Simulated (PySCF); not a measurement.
## Telling isomers of C8H6ClN3 apart by NMR

Method: σ from GIAO-PBE0/pcSseg-1, coordinates at the GFN2-xTB level, in PySCF 2.14.0 with density-fitted response routines (in vacuum, equivalent nuclei averaged, one computed conformer, non-relativistic Hamiltonian).

δ = σ(ref) − σ, references computed at the same level: 1H (σref 31.72), 13C (σref 186.93) vs TMS. Where no couplings were computed, multiplicities follow the n + 1 count of equivalent neighbours, and m marks all less simple cases (inequivalent or close neighbours, rings, F or P nearby). Shifts are as computed. Against solution values, carbons near 30 ppm lie about +3 ppm off and those near 130 ppm about +5 ppm; carbons on Cl a further +6 ppm (rms about the fit 2.1 ppm; single classes can miss by 10 ppm). Of 1328 compounds with measured shifts, 309 miss one by over three times the rms of a fit or turn the order of signals round; such compounds aren't used in these exercises. Signals without a measured value on file couldn't be tested in this way; 1H shifts scatter by 0.2 ppm about their fit, and single ones miss by 0.5 ppm. Carbons bonded to Cl come out too deshielded.

Tabulate the signals of `Clc1ccc(-n2cnnc2)cc1`, `Clc1ccc(-n2nccn2)cc1` and their relative energies.

Answers


```json
{"SMILES": "Clc1ccc(-n2cnnc2)cc1", "carbon types": "2×C 6×CH", "δC": "145.3, 143.2, 138.8, 137.0, 127.0", "δH": "8.20 (s, 2H), 7.79 (d, 2H), 7.61 (d, 2H)", "E rel. (kcal/mol)": "0.0"}
{"SMILES": "Clc1ccc(-n2nccn2)cc1", "carbon types": "2×C 6×CH", "δC": "144.7, 141.9, 140.2, 135.4, 125.0", "δH": "8.70 (d, 2H), 7.87 (s, 2H), 7.72 (d, 2H)", "E rel. (kcal/mol)": "0.7"}
```

Energies are electronic energies at PBE0/pcSseg-1 on these geometries, without zero-point or thermal terms, each for the one conformer computed, which needn't be the lowest.
